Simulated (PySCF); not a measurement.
Run record: geometry optimisation, 2-ethylbenzoic acid (`CCC1=CC=CC=C1C(=O)O`).

Method: PBE0-D3(BJ)/def2-SVP geometry optimisation, gas phase (PySCF 2.14.0). Start geometry: GFN2-xTB. The input is one job of a driver script: a line of settings, then coordinates in Å.

Input:
```
{"job": {"xc": "PBE0", "basis": "def2-SVP", "d3": "d3bj", "grid": 2, "kind": "geom"}, "charge": 0, "multiplicity": 1}
C      2.575888     0.102645    -0.134395
C      1.403874     0.347882    -1.087864
C      0.145404    -0.240560    -0.523246
C     -0.161331    -1.562881    -0.828244
C     -1.286016    -2.184935    -0.321385
C     -2.148415    -1.482353     0.505118
C     -1.871520    -0.167322     0.814614
C     -0.728461     0.463110     0.317846
C     -0.481516     1.866826     0.713931
O      0.578802     2.443156     0.699373
O     -1.599785     2.491431     1.130613
H      3.498773     0.471417    -0.574271
H      2.403240     0.628847     0.799876
H      2.685666    -0.960048     0.072347
H      1.294859     1.420863    -1.238789
H      1.616719    -0.121757    -2.051098
H      0.504076    -2.112753    -1.478756
H     -1.492163    -3.215399    -0.571437
H     -3.031188    -1.958667     0.904048
H     -2.534737     0.388313     1.458465
H     -1.381089     3.399127     1.392781
```

Output:
```
step   0  E = -498.54128698  max force = 0.012324
step   1  E = -498.54347331  max force = 0.002508
step   2  E = -498.54357764  max force = 0.004028
step   3  E = -498.54360441  max force = 0.002469
step   4  E = -498.54368455  max force = 0.001497
step   5  E = -498.54369769  max force = 0.001851
step   6  E = -498.54372710  max force = 0.000530
step   7  E = -498.54373515  max force = 0.000726
step   8  E = -498.54374695  max force = 0.000674
step   9  E = -498.54375594  max force = 0.000439
optimisation converged
```

Energies in Eh; «max force» is the largest Cartesian gradient component in Eh/bohr.

**Question.** Give the first gradient maximum in eV/Å.

**Answer.** With 1 Eh/bohr = 51.422 eV/Å, 0.634 eV/Å.

Summary of the converged run: final energy -498.54376 Eh after 9 steps; dipole 1.43 D.

Hardware: one thread of an Arm Neoverse V2, no GPU (shared host). Cost: 3.8 min of wall time, 0.95 GiB resident at most.
Labels such as C1 count atoms from 1, the log's own numbers from 0.
